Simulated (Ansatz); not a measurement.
Job for Ansatz (a first-principles code): R-PBE0/def2-TZVPP on GaH4N (SMILES [NH2][GaH2]), a point of a torsion scan.

Ansatz 0.2 input:
```yaml
crystal:
  periodic: [false, false, false]
  atoms:
    - {symbol: N, position_ang: [-0.99536469, 0.01329361, -0.16907704]}
    - {symbol: Ga, position_ang: [0.81321585, 0.20866011, -0.08474046]}
    - {symbol: H, position_ang: [-1.63308648, 0.75008825, 0.11319635]}
    - {symbol: H, position_ang: [-1.45106320, -0.86990547, 0.04319692]}
    - {symbol: H, position_ang: [1.73357924, -0.71386515, 0.77114656]}
    - {symbol: H, position_ang: [1.44780823, 1.37339326, -0.89005068]}
basis:
  gaussian:
    orbitals: def2-TZVPP
hamiltonian:
  xc: {name: PBE0}
scf: {lower_state_search: off}
```

The log:

```
WARN ansatz: RAYON_NUM_THREADS=1 ignored (pool sized by the plan → 1); use --threads N
Functional definition: PBE0
these checks for a lower state are left out or cut short: stability, starts, cluster_reference, orbital_swaps, neighbouring_geometries, increment
integrals: 0.04 GiB planned
804 factors; their error is unknown
mean field: 0.45 GiB planned
mean field evaluation 1: about -53917.5941 eV, gradient 6.4e1 eV
mean field evaluation 2: about -53889.9608 eV, gradient 1.1e2 eV
mean field evaluation 4: about -53924.8560 eV, gradient 4.3e0 eV
mean field evaluation 8: about -53924.8718 eV, gradient 2.1e-1 eV
mean field evaluation 16: about -53925.0623 eV, gradient 4.5e-5 eV
mean field -53925.06230764 eV, -1981.7094880858 hartree, gradient 6.1e-6 eV, S^2 0.000000; 0 other end points of the search recorded, 0 dependent functions left out
reference -53925.06233540 eV, -1981.7094891058 hartree; 21, 21 occupied and 114, 114 virtual orbitals, 804 factors
Total energy: -53925.06233540 eV, -1981.7094891058 hartree
Checks for a lower state left out: stability, starts, cluster_reference, orbital_swaps, neighbouring_geometries, increment
```

The calculation finished and met its thresholds.

Cost: about 1.6 core-seconds (a rough figure).
